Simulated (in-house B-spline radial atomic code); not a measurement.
**RPA and G0W0 on LC-wPBE: the lithium ion Li⁺**

Configuration 1s2, mean-field start LC-wPBE. Computed with a B-spline radial code for spherical atoms: all electrons, non-relativistic, point nucleus, each spin shell either full or empty, empty states to l = 9 with an (l + 1/2)⁻⁴ tail; G0W0 by contour deformation at full frequency.

Command:
```bash
python run_gw.py task.json out
```
Settings (radii: box in bohr, nucleus in fm):
```
Z                        3
electrons                2
configuration            1s2
hamiltonian              nr
method                   lc_wpbe
lmax                     9
spin_polarised           False
box_radius               23.78
intervals                44
ion_configuration        1s1
```

Cost of the run: 1.1 s on 1 thread of Arm Neoverse N1, with other jobs on the host.

Energies (hartree):

| term | value |
| --- | --- |
| mean-field total | -7.26670 |
| Hartree-Fock functional on these orbitals | -7.23481 |
| direct second order | -0.089504 |
| second-order exchange | 0.044752 |
| SOSEX correction | 0.041043 |

What is the RPA correlation energy, and what remains with SOSEX?

RPA gives -0.082086 hartree (-1.12 eV per electron); RPA + SOSEX gives -0.041043, and the second-order doubles -0.044752 hartree (no singles). SOSEX takes back 50 % of the RPA value, the self-correlation of each of the two electrons.

Quasi-particle levels (eV):

```json
{"level": "1s", "occupied": "yes", "mean field": "-66.31", "Σx - vxc": "-9.83", "Σc": "?", "QP weight": "?", "G0W0": "?"}
{"level": "2s", "occupied": "no", "mean field": "-5.481", "Σx - vxc": "0.15", "Σc": "-0.07", "QP weight": "0.999", "G0W0": "-5.403"}
```

G0W0 = mean field + (Σx - vxc) + Σc, with Σc (partial-wave tail included) taken at the quasi-particle energy.

Where does G0W0 put 1s?

At -75.42 eV, with Σc = 0.72 eV and a quasi-particle weight of 0.965. The tabulated removal energy is 75.640 eV (NIST, tabulated theory).

What does it cost to remove one electron (to 1s1) by differences of total energies, each species on its own start (correlation terms add to the Hartree-Fock functional)?

LC-wPBE 75.51 eV, Hartree-Fock functional 74.44 eV, + RPA 76.09 eV, + RPA + SOSEX 75.56 eV, + second order 75.66 eV. Tabulated: 75.640 eV (NIST, tabulated theory).
